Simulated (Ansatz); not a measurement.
CuSiAsH6⁺, that is Cu(AsH3)(SiH3) with one electron fewer, relaxed as a doublet with UKS PBE0-D4/def2-SVP in Ansatz, starting from the PBE0-D4/def2-SVP geometry of the neutral singlet. Force threshold 0.02 eV/Å.

The relaxation made no stability test and no search for a lower SCF solution. No other spin state of charge 1 was run.

Start:

```xyz
9

Cu    0.029    0.022   -0.070
As   -1.027   -0.925    1.819
H    -0.958   -2.414    2.074
H    -2.519   -0.781    2.017
H    -0.622   -0.490    3.209
Si    1.063    0.956   -1.891
H     2.568    0.863   -1.869
H     0.790    2.427   -2.076
H     0.677    0.343   -3.214
```

```csv
step,energy (eV),largest force component (eV/Å),SCF passes
1,-113415.7057,2.821,18
2,-113416.0544,0.857,26
3,-113416.1081,0.379,24
4,-113416.1209,0.055,24
5,-113416.1212,0.011,17
```

Force components are those of the run's own axes.

End:

```xyz
9

Cu    0.032    0.025   -0.074
As   -1.024   -0.921    1.818
H    -0.914   -2.409    2.002
H    -2.511   -0.740    1.946
H    -0.574   -0.446    3.171
Si    1.144    1.029   -2.033
H     2.579    0.785   -1.729
H     0.694    2.444   -1.948
H     0.575    0.234   -3.154
```

By distances, no bond broke or formed. The bond that changes most is Cu1–Si6, from 2.29 to 2.47 Å (atoms count from 1).

No frequencies were taken in this run, so the end may be a saddle point.

Hardware: 4 threads of Arm Neoverse V2 on a shared host. Wall time 13 s.
